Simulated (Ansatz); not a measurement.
Basis-set extrapolation for C2H8ClNSi (`CN[SiH2]CCl`) (PBE0-D4/def2-TZVP geometry, frozen core, Ansatz 0.2.0). Multiplicity 1, RHF reference.

|  | def2-TZVPP | def2-QZVPP |
| --- | --- | --- |
| HF | -883.375167 | -883.403863 |
| MP2 correlation | -0.877434 | -0.944004 |
| CCSD(T) correlation | -0.975812 | not run |

Energies in hartree. Use E(X) = E(∞) + A·exp(−7.88·√X) for Hartree–Fock and E(X) = E(∞) + B·X^(−2.97) for correlation, with X = 3 and 4, and add CCSD(T) minus MP2 of the smaller set to the MP2 limit.

What is the CCSD(T) energy at the basis-set limit?

HF limit: -883.403863 + (-0.028696) × 0.13774 = -883.40782. MP2 limit: -0.944004 + (-0.066570) × 0.74074 = -0.99332. Higher-order term: -0.975812 − (-0.877434) = -0.09838. Total: -884.49952 hartree, 4.04 eV below CCSD(T)/def2-TZVPP.
